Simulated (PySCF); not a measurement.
ZnF, SMILES [Zn][F] (connectivity only; charge and spin as stated), neutral, multiplicity 2.

The structure is a stationary point at PBE0-D3(BJ)/def2-TZVPD. The multiplicity is an assumed one; other spin states were not compared.

Method: IEF-PCM-ωB97X/def2-TZVPD in PySCF 2.14.0.

The values are the electrostatic part of the solvation free energy, E(continuum) − E(gas) at the gas-phase geometry, in a cavity of scaled van der Waals radii (PySCF's table); cavitation and dispersion terms are not included. A continuum can't describe solvent molecules that bind to the metal. The dipole moment in vacuum is 3.13 D.

```tsv
solvent	ε	ΔG(elec) (kcal/mol)	dipole (D)
water	78.36	-17.5	4.26
1-octanol	9.86	-15.2	4.11
ethylethanoate	5.99	-13.6	4.01
```
